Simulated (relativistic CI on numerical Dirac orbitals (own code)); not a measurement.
## Level scheme of Er¹⁷⁺

Calculated at this level of theory: Dirac-Coulomb-Breit CI, orbitals from a KLI potential per configuration, model QED (radiative potential, 1s self-energy scaled to tabulated hydrogen-like ionisation energies), unscaled Slater integrals (own radial code, finite nucleus).

CI space (outside the closed core [Ar] 3d10 4p6): 4s²4d¹⁰4f⁵, 4s²4d¹⁰4f⁴5s, 4s²4d¹⁰4f³5s², 4s²4d¹⁰4f³5s5p, 4s²4d¹⁰4f⁴5p, 4s²4d¹⁰4f³5p², 4s²4d¹⁰4f³5s5d, 4s²4d⁹4f⁶, 4s²4d¹⁰4f⁴5d, 4s²4d¹⁰4f³5d², 4s²4d¹⁰4f⁴6s, 4s²4d¹⁰4f⁴6p, 4s²4d¹⁰4f⁴7s, 4d¹⁰4f⁷. Levels of other configurations are missing.

```tsv
No.	Configuration	Term	J	E (cm⁻¹)	%	Landé g	Lifetime (s)
41	4s²4d¹⁰4f⁵	⁶P°	5/2	61953.6	51	1.558	1.13e-02
42	4s²4d¹⁰4f⁵	⁴K°	15/2	62144.1	57	1.050	3.55e-02
43	4s²4d¹⁰4f⁵	⁴H°	13/2	62899.4	79	1.198	1.64e-02
44	4s²4d¹⁰4f⁵	⁴H°	9/2	63014.2	54	1.022	1.10e-02
45	4s²4d¹⁰4f⁵	⁴L°	19/2	63362.6	77	1.133	5.49e-02
46	4s²4d¹⁰4f⁵	⁴H°	11/2	63889.3	42	1.164	8.38e-03
47	4s²4d¹⁰4f⁵	⁴G°	7/2	64650.5	81	0.979	6.53e-03
48	4s²4d¹⁰4f⁵	⁴F°	9/2	64933.9	46	1.208	7.14e-03
49	4s²4d¹⁰4f⁵	⁴G°	5/2	65754.5	91	0.618	1.22e-02
50	4s²4d¹⁰4f⁵	²L°	15/2	66348.0	46	1.017	6.15e-03
51	4s²4d¹⁰4f⁵	⁶P°	7/2	66894.2	67	1.606	4.14e-02
52	4s²4d¹⁰4f⁵	⁴P°	1/2	67314.5	66	1.826	1.07e-02
53	4s²4d¹⁰4f⁵	⁴P°	3/2	68352.3	38	1.717	2.55e-02
54	4s²4d¹⁰4f⁵	⁴G°	11/2	68780.7	66	1.218	6.29e-03
55	4s²4d¹⁰4f⁵	²N°	19/2	71540.2	78	0.979	1.54e-02
56	4s²4d¹⁰4f⁵	²F°	5/2	71682.4	43	1.024	5.50e-03
57	4s²4d¹⁰4f⁵	⁴G°	9/2	72275.4	39	1.176	1.05e-02
58	4s²4d¹⁰4f⁵	⁴I°	9/2	72603.5	39	0.988	2.26e-02
59	4s²4d¹⁰4f⁵	²K°	13/2	72668.1	73	0.947	6.77e-03
60	4s²4d¹⁰4f⁵	²M°	17/2	72944.2	48	1.024	1.69e-02
61	4s²4d¹⁰4f⁵	²N°	21/2	72992.5	48	1.018	1.70e-02
62	4s²4d¹⁰4f⁵	⁴P°	5/2	74588.5	56	1.561	1.26e-02
63	4s²4d¹⁰4f⁵	²L°	17/2	76341.9	50	1.025	1.50e-02
64	4s²4d¹⁰4f⁵	⁴I°	11/2	76676.9	66	1.009	2.33e-02
65	4s²4d¹⁰4f⁵	⁴F°	7/2	76894.0	83	1.213	3.02e-02
66	4s²4d¹⁰4f⁵	⁴I°	15/2	77152.7	68	1.150	2.19e-02
67	4s²4d¹⁰4f⁵	⁴I°	13/2	78476.9	55	1.078	1.83e-02
68	4s²4d¹⁰4f⁵	⁴F°	3/2	78659.1	79	0.519	4.13e-02
69	4s²4d¹⁰4f⁵	⁴F°	5/2	78842.0	80	1.036	1.89e-02
70	4s²4d¹⁰4f⁵	²P°	1/2	79597.6	36	1.132	5.68e-03
71	4s²4d¹⁰4f⁵	⁴I°	9/2	80058.0	37	0.897	8.67e-03
72	4s²4d¹⁰4f⁵	²G°	7/2	82811.4	45	0.986	6.36e-03
73	4s²4d¹⁰4f⁵	²D°	3/2	83690.9	49	1.158	8.51e-03
74	4s²4d¹⁰4f⁵	²I°	11/2	84096.2	55	1.001	6.19e-03
75	4s²4d¹⁰4f⁵	²F°	7/2	84384.8	49	1.026	6.20e-03
76	4s²4d¹⁰4f⁵	²H°	11/2	84662.9	50	1.035	1.32e-02
77	4s²4d¹⁰4f⁵	²O°	23/2	85464.3	100	1.042	6.74e-02
78	4s²4d¹⁰4f⁵	²M°	19/2	85861.6	74	1.042	1.27e-02
79	4s²4d¹⁰4f⁵	²K°	15/2	86010.3	43	1.037	7.64e-03
80	4s²4d¹⁰4f⁵	²K°	13/2	86242.7	36	1.029	1.20e-02
81	4s²4d¹⁰4f⁵	²F°	5/2	88632.8	38	0.913	9.91e-03
82	4s²4d¹⁰4f⁵	²O°	21/2	89218.3	58	0.995	1.25e-02
83	4s²4d¹⁰4f⁵	²G°	9/2	90234.1	31	1.050	6.51e-03
84	4s²4d¹⁰4f⁵	²I°	11/2	90623.5	49	0.952	1.26e-02
85	4s²4d¹⁰4f⁵	⁴G°	7/2	90702.4	40	0.960	1.00e-02
```

Energies count from the lowest computed level; ° marks odd parity; lifetimes are radiative, by E1, M1, E2, M2 decay to levels of this space only.

The mean weight of the leading LS term, summed over parents, in these 45 levels is 57 %, and that of the leading jj configuration (from the same eigenvectors) 51 %.

At this charge energies of transitions that change n are usually good to better than 1 %, and those within a shell (Δn = 0) to a few per cent. Terms inside the open d or f shell come out 10 to 20 % too wide with unscaled integrals.

LS names give the leading component of a level, which can be under half, so a name can repeat, a term be missing and a line seem to break the LS rules.
